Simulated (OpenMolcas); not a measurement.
# Er3+: moving the ligands

Er3+ with 8 ligands (fluoride) in square antiprismatic coordination (D4d) at 2.31 Å, a polar angle of 60.2° against the regular 57.3°. A charge of +0.625 e stands 3.2 Å behind each ligand. Ligand basis ANO-RCC-VDZP.
```
Er    0.0000    0.0000    0.0000
F     1.8513    0.7668    1.1492
F    -0.7668    1.8513    1.1492
F    -1.8513   -0.7668    1.1492
F     0.7668   -1.8513    1.1492
F     1.8513   -0.7668   -1.1492
F     0.7668    1.8513   -1.1492
F    -1.8513    0.7668   -1.1492
F    -0.7668   -1.8513   -1.1492
```

```yaml
Program: OpenMolcas 26.06
Method: CASSCF
Basis: ANO-RCC-VTZP [8s7p5d3f2g1h]
Scalar_Hamiltonian: DKH2, point nucleus
Active_space: 11 electrons in 7 orbitals (4f)
State_averaging: 2S+1 = 4 odd, 35 roots (30 in the spin-orbit step); 2S+1 = 2 odd, 35 roots kept (CI in the orbitals of an earlier block)
Spin-orbit_coupling: RASSI with atomic mean-field integrals over the reference wave functions
```

Runs around this geometry, states. Energies in cm-1 above the lowest state or level, χT in cm3 K/mol.

| R (Å) | Ground state | First state of that spin | First gap with spin-orbit (degeneracies) | Width of lowest J | χT at 300 K |
| --- | --- | --- | --- | --- | --- |
| 2.17 | 2S+1 = 4 | 54.8 | 30.0 (2, 2) | 442 | 11.233 |
| 2.31 | 2S+1 = 4 | 7.7 | 16.1 (2, 2) | 339 | 11.330 |
| 2.37 | 2S+1 = 4 | 23.4 | 27.4 (2, 2) | 313 | 11.354 |

Taking the width of the lowest J multiplet as R^-n, n = -ln(313 / 442) / ln(2.37 / 2.17) = 3.9 between the shortest and longest distance.

High states are left out of the spin-orbit mixing, which shifts the levels that they would mix with. Without dynamic correlation the ligand-field splitting of an f shell can come out too small, at times by half. A group larger than the point group allows holds several states that coincide in this model. No measured value stands beside these numbers; the geometry was imposed, not optimised, and the real ion may take another.

A state without a sure symmetry label is named by its multiplicity alone.
